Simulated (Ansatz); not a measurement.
Worked example: SiH2(CH3)Br + C2H6OSn → SiH2(CH3)(OH) + C2H5BrSn

Species: SiH2(CH3)Br, singlet; C2H6OSn `C[CH2][Sn][OH]`, singlet; SiH2(CH3)(OH), singlet; C2H5BrSn `C[CH2][Sn][Br]`, singlet. The partners trade Br for OH: Si–Br and Sn–OH bonds give way to Si–OH and Sn–Br.

Shapes, held fixed at every level: PBE0-D4/def2-TZVP. Flexible molecules stand in one conformer, not always the lowest. Programs: Ansatz 0.2.0. The zero-point and thermal change to 298 K, harmonic and unscaled (PBE0-D4/def2-TZVP), is +1.8 kJ/mol.

At CCSD(T)/def2-TZVPP; 1 Eh = 2625.50 kJ/mol:

| species | energy (Eh) |
| --- | --- |
| SiH2(CH3)Br | -2902.854605 |
| C2H6OSn | -368.483166 |
| SiH2(CH3)(OH) | -405.880848 |
| C2H5BrSn | -2865.486357 |

Question: Work out ΔH(298 K) of the reaction at this level.

Answer: 
1. Products less reactants: (-405.880848) + (-2865.486357) − [(-2902.854605) + (-368.483166)] = -0.029434 Eh = -77.3 kJ/mol.
2. With the thermal change: -77.3 + (+1.8) = -75.5 kJ/mol.

Other levels give -90.6 (BHLYP-D4/def2-TZVPP) to -74.2 kJ/mol (r2SCAN-D4/def2-TZVPP). No measured value is set beside it here. For atoms past krypton def2 sets carry core potentials with scalar relativity. Relativity is left out for Br unless named. Correlated rows may include outer-core shells of Br, Sn, which these sets cover unevenly.
